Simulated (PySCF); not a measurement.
A calculated (PBE0, PySCF 2.14, x2c-TZVPPall, scalar relativity by spin-free X2C-1e) atom or ion has these occupied shells.

```json
{"shell": "1s β", "electrons": "1", "orbital energy (eV)": "-20920.7", "rms radius, mean of both spins (bohr)": "0.0394"}
{"shell": "1s α", "electrons": "1", "orbital energy (eV)": "-20920.7", "rms radius, mean of both spins (bohr)": "0.0394"}
{"shell": "2s α", "electrons": "1", "orbital energy (eV)": "-3007.7", "rms radius, mean of both spins (bohr)": "0.162"}
{"shell": "2s β", "electrons": "1", "orbital energy (eV)": "-3007.1", "rms radius, mean of both spins (bohr)": "0.162"}
{"shell": "2p α", "electrons": "3", "orbital energy (eV)": "-2691.5", "rms radius, mean of both spins (bohr)": "0.144"}
{"shell": "2p β", "electrons": "3", "orbital energy (eV)": "-2691.0", "rms radius, mean of both spins (bohr)": "0.144"}
{"shell": "3s α", "electrons": "1", "orbital energy (eV)": "-535.48", "rms radius, mean of both spins (bohr)": "0.444"}
{"shell": "3s β", "electrons": "1", "orbital energy (eV)": "-535.19", "rms radius, mean of both spins (bohr)": "0.444"}
{"shell": "3p α", "electrons": "3", "orbital energy (eV)": "-430.88", "rms radius, mean of both spins (bohr)": "0.448"}
{"shell": "3p β", "electrons": "3", "orbital energy (eV)": "-430.54", "rms radius, mean of both spins (bohr)": "0.448"}
{"shell": "3d α", "electrons": "5", "orbital energy (eV)": "-261.24", "rms radius, mean of both spins (bohr)": "0.437"}
{"shell": "3d β", "electrons": "5", "orbital energy (eV)": "-260.62", "rms radius, mean of both spins (bohr)": "0.437"}
{"shell": "4s α", "electrons": "1", "orbital energy (eV)": "-82.884", "rms radius, mean of both spins (bohr)": "1.13"}
{"shell": "4s β", "electrons": "1", "orbital energy (eV)": "-79.771", "rms radius, mean of both spins (bohr)": "1.13"}
{"shell": "4p α", "electrons": "3", "orbital energy (eV)": "-54.072", "rms radius, mean of both spins (bohr)": "1.27"}
{"shell": "4p β", "electrons": "3", "orbital energy (eV)": "-50.348", "rms radius, mean of both spins (bohr)": "1.27"}
{"shell": "4d α", "electrons": "5", "orbital energy (eV)": "-13.968", "rms radius, mean of both spins (bohr)": "1.91"}
{"shell": "4d β", "electrons": "1", "orbital energy (eV)": "-11.498", "rms radius, mean of both spins (bohr)": "1.91"}
```

Task: Name the element and its charge.

Result: Tc⁺ (technetium, charge +1), in [Kr] 4d6, high-spin 5D determinant (an excited configuration).
